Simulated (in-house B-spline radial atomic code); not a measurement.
**How G0W0 and RPA depend on the start: F2+**

Configuration [He] 2s2 2p3, highest spin. Computed with an all-electron radial atomic-structure program (B-spline basis): all electrons, non-relativistic, point nucleus, each spin shell either full or empty, empty states to l = 9 with an (l + 1/2)⁻⁴ tail; G0W0 by contour deformation at full frequency.

| start | mean-field 2p up (eV) | G0W0 (eV) | QP weight | RPA correlation (Eh) |
| --- | --- | --- | --- | --- |
| Hartree-Fock | -63.89 | -63.22 | 0.968 | -0.30228 |
| LDA VWN5 | -51.61 | -62.26 | 0.923 | -0.35824 |
| PBE | -51.57 | -62.15 | 0.923 | -0.35799 |
| PBE0 | -54.82 | -62.54 | 0.942 | -0.34074 |
| r2SCAN | -52.81 | -62.36 | 0.936 | -0.34789 |
| HSE06 | -54.38 | -62.49 | 0.940 | -0.34277 |
| B3LYP (VWN-RPA) | -54.19 | -62.43 | 0.939 | -0.34423 |
| SCAN | -52.87 | -62.33 | 0.936 | -0.3477 |
| TPSS | -51.92 | -62.19 | 0.928 | -0.35308 |
| BHandHLYP | -57.90 | -62.78 | 0.954 | -0.32653 |
| CAM-B3LYP | -56.21 | -62.68 | 0.948 | -0.33491 |
| LC-wPBE | -57.27 | -62.84 | 0.952 | -0.33132 |
| wB97X | -57.06 | -62.80 | 0.954 | -0.32894 |
| PBEsol | -51.46 | ? | ? | ? |
| BLYP | -51.42 | -62.08 | 0.922 | -0.3583 |
| r2SCAN0 | -55.73 | ? | ? | ? |
| LDA exchange-only | -50.37 | -62.30 | 0.917 | -0.35782 |

(1) What G0W0 level, weight and RPA correlation energy follow from the PBEsol start?

(2) What G0W0 level, weight and RPA correlation energy follow from the r2SCAN0 start?

(3) How much of the dependence on the start does G0W0 remove?

Results:

(1) G0W0 level -62.21 eV, weight 0.923, RPA correlation -0.35779 hartree.

(2) G0W0 level -62.64 eV, weight 0.948, RPA correlation -0.33455 hartree.

(3) The mean-field levels span 13.5 eV and the G0W0 levels 1.14 eV. Against 62.708 eV (NIST, semi-empirical) the G0W0 removal energies are off by -0.63 to +0.51 eV.
